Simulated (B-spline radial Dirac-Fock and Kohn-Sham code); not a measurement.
# I⁴⁺: photoemission with 2000 eV photons

System: iodine as I⁴⁺, [Kr] 4d10 5s2 5p1.

The computed values come from a radial finite-basis atomic code: independent-particle photoionisation in a Dirac-Hartree-Slater potential with a Latter tail, all multipoles, thresholds from Dirac-Fock ΔSCF. The asymmetry parameter β is from the dipole term alone. Kinetic energies are from the vacuum level. Open shells are spread statistically over j, without multiplet splitting.

The last column is dσ/dΩ = σ/(4π) · [1 + β P₂(cos θ)] at θ = 90° from the polarisation vector of linearly polarised light.

```
  subshell  electrons  binding (eV)  kinetic (eV)  σ (kb)     β  dσ/dΩ (kb/sr)
   M1 (3s)          2        1132.5         867.5    32.3  1.99            ≈ 0
M2 (3p1/2)          2         991.1        1008.9    44.1  1.58          0.742
M3 (3p3/2)          4         934.3        1065.7    88.5  1.61           1.38
M4 (3d3/2)          4         688.0        1312.0    80.3  1.24           2.42
M5 (3d5/2)          6         676.5        1323.5     115  1.22           3.56
   N1 (4s)          2         252.1        1747.9    7.97  1.99            ≈ 0
N2 (4p1/2)          2         200.7        1799.3    9.00  1.68          0.114
N3 (4p3/2)          4         189.6        1810.4    17.5  1.71          0.200
N4 (4d3/2)          4         105.7        1894.3    10.7  1.31          0.295
N5 (4d5/2)          6         104.0        1896.0    15.3  1.27          0.443
   O1 (5s)          2         61.25        1938.8    1.45  1.99            ≈ 0
O2 (5p1/2)       0.33         50.55        1949.4   0.240  1.69        0.00296
O3 (5p3/2)       0.67         49.02        1951.0   0.469  1.72        0.00519
```

Branching ratios of the spin-orbit partners (statistical value in brackets): 3p 2.01 (2.00), 3d 1.43 (1.50), 4p 1.95 (2.00), 4d 1.43 (1.50), 5p 1.95 (2.00).
